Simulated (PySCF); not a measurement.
Ligands exchanged one at a time, Al I-SH. Gas-phase values, no solvent. One relaxed conformer stands for each flexible species; it need not be the lowest. Strings in code marks are SMILES.

Level of theory: PBE-D3(BJ)/def2-TZVP // B3LYP-D3(BJ)/def2-TZVP (PySCF). Excitations are Tamm–Dancoff values on a coarser integration grid. The basis has no diffuse functions, so Rydberg states are missing or too high.

```
species                                                                                   HOMO–LUMO gap (eV)  LUMO (eV)  S1 oscillator strength  S1–T1 gap (TDA) (eV)
----------------------------------------------------------------------------------------  ------------------  ---------  ----------------------  --------------------
0 of 3 I replaced by SH (`[I][Al]([I])[I]`)                                                             3.87      -2.74                     ___                  0.24
1 of 3 I replaced by SH (`[SH][Al]([I])[I]` (H–S–Al–I torsion 180°))                                     ___      -2.37                   0.000                   ___
2 of 3 I replaced by SH (`[I][Al]([SH])[SH]` (H–S–Al–I torsion 0°, I–Al–S–H torsion 0°))                4.61      -2.02                   0.000                  0.19
3 of 3 I replaced by SH                                                                                 5.01        ___                   0.000                  0.20
```

Fill in the missing entries.


- 0 of 3 I replaced by SH (`[I][Al]([I])[I]`), S1 oscillator strength: 0.000
- 1 of 3 I replaced by SH (`[SH][Al]([I])[I]` (H–S–Al–I torsion 180°)), HOMO–LUMO gap (eV): 4.38
- 1 of 3 I replaced by SH (`[SH][Al]([I])[I]` (H–S–Al–I torsion 180°)), S1–T1 gap (TDA) (eV): 0.26
- 3 of 3 I replaced by SH, LUMO (eV): -1.50
